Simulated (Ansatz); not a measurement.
Problem. Name a neutral molecule of F, I, Sn with LUMO energy (PBE0/def2-TZVPP) between -3.65 and -3.35 eV and ideal-gas entropy at 298 K and 1 bar (rigid rotor, harmonic PBE0-D4/def2-TZVP) between 389 and 405 J/(mol·K) (Ansatz, PBE0-D4/def2-TZVP geometry).

Solution. `[F][Sn]([F])([I])[I]` (-3.49 eV, 402 J/(mol·K)). Other molecules can fit too; these were computed, each in one conformer that needn't be the lowest.
